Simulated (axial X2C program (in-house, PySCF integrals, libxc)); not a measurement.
# How the levels of HoCl (f11 s1 orbitals) move with the bond length

Calculated with an in-house all-electron X2C program for linear molecules (integrals from PySCF): two-component X2C with atomic mean-field Coulomb and Gaunt terms, basis Ho dyall-v3z, Cl dyall-av3z (cores contracted in-house). Orbitals come from Hartree–Fock averaged over the configuration Ho f11 s1; CI then distributes these electrons over the f, s shells of Ho. The speed of light was multiplied by 1.3, so these are model numbers.

At R = 2.625 Å:

```
Ω  energy (cm⁻¹)     g∥  μ (D)  configuration
0              0   0.00  -4.57    100% f11 s1
1              7   2.54  -4.57    100% f11 s1
2             26   5.07  -4.57    100% f11 s1
3             56   7.58  -4.57    100% f11 s1
4             96  10.09  -4.57    100% f11 s1
5            143  12.58  -4.57    100% f11 s1
6            202  15.08  -4.57    100% f11 s1
7            284  17.57  -4.57    100% f11 s1
8            412  19.99  -4.56    100% f11 s1
0            588   0.00  -4.57    100% f11 s1
1            596   2.30  -4.57    100% f11 s1
2            620   4.60  -4.57    100% f11 s1
3            656   6.90  -4.57    100% f11 s1
4            702   9.20  -4.57    100% f11 s1
```

g∥ is the magnitude of 2⟨Lz + ge Sz⟩ for the +Ω component. μ is positive if the Cl end is positive. The lowest 14 levels at most are listed.

At R = 2.835 Å:

| Ω | energy (cm⁻¹) | g∥ | μ (D) | configuration |
| --- | --- | --- | --- | --- |
| 0 | 0 | 0.00 | -5.83 | 100% f11 s1 |
| 1 | 6 | 2.54 | -5.83 | 100% f11 s1 |
| 2 | 24 | 5.06 | -5.83 | 100% f11 s1 |
| 3 | 53 | 7.58 | -5.83 | 100% f11 s1 |
| 4 | 90 | 10.08 | -5.83 | 100% f11 s1 |
| 5 | 136 | 12.58 | -5.83 | 100% f11 s1 |
| 6 | 193 | 15.08 | -5.83 | 100% f11 s1 |
| 7 | 270 | 17.56 | -5.83 | 100% f11 s1 |
| 8 | 386 | 19.99 | -5.82 | 100% f11 s1 |
| 0 | 597 | 0.00 | -5.83 | 100% f11 s1 |
| 1 | 605 | 2.30 | -5.83 | 100% f11 s1 |
| 2 | 627 | 4.60 | -5.83 | 100% f11 s1 |
| 3 | 661 | 6.90 | -5.83 | 100% f11 s1 |
| 4 | 704 | 9.20 | -5.83 | 100% f11 s1 |

The lowest level lies 1124 cm⁻¹ above the lowest at the first distance.

(1) How does the gap from the lowest to the fifth level change between the two distances?

There is no dynamic correlation: spin–orbit spacings and, for f shells, spacings inside one term are the most reliable numbers, splittings between terms come out too wide, and energies between configurations are not reliable, so the lowest level need not be the ground state of the molecule. At most 4 roots were kept for each Ω > 0 (twice that for Ω = 0) within 2.2 eV of the lowest, so higher up levels can be missing between those listed; levels with Ω > 0 are doubly degenerate and listed once, Ω = 0 levels singly.

Results:

(1) From 96 to 90 cm⁻¹, a factor of 0.94.
